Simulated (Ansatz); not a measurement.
Input for Ansatz (a quantum-chemistry and plane-wave program): R-PBE/def2-TZVPPD on C3H8S (a complex), monomers drawn apart or pushed together. Files ending in .json are basis or fitting sets from the Basis Set Exchange.

Ansatz 0.2 input:
```yaml
crystal:
  periodic: [false, false, false]
  atoms:
    - {symbol: S, position_ang: [0.12225187, 0.46331974, 0.72926504]}
    - {symbol: H, position_ang: [0.65053172, 0.15305370, 1.92706212]}
    - {symbol: H, position_ang: [1.24509591, 0.13301200, 0.07201142]}
    - {symbol: C, position_ang: [1.14104014, 0.12688357, 4.92158381]}
    - {symbol: C, position_ang: [0.04296383, -0.61241159, 4.81227404]}
    - {symbol: C, position_ang: [-1.33002828, -0.08143058, 4.55235439]}
    - {symbol: H, position_ang: [1.10770667, 1.20717971, 4.83253757]}
    - {symbol: H, position_ang: [2.10915485, -0.31907120, 5.11000812]}
    - {symbol: H, position_ang: [0.12683914, -1.69167677, 4.90956961]}
    - {symbol: H, position_ang: [-2.01406709, -0.35664921, 5.35995903]}
    - {symbol: H, position_ang: [-1.32832614, 1.00529958, 4.45900866]}
    - {symbol: H, position_ang: [-1.74399803, -0.50573889, 3.63295119]}
basis:
  gaussian:
    orbitals: def2-TZVPPD.json
hamiltonian:
  xc: {name: PBE}
scf: {lower_state_search: off}
```

What total energy does the run end on?

-517.0104 hartree.
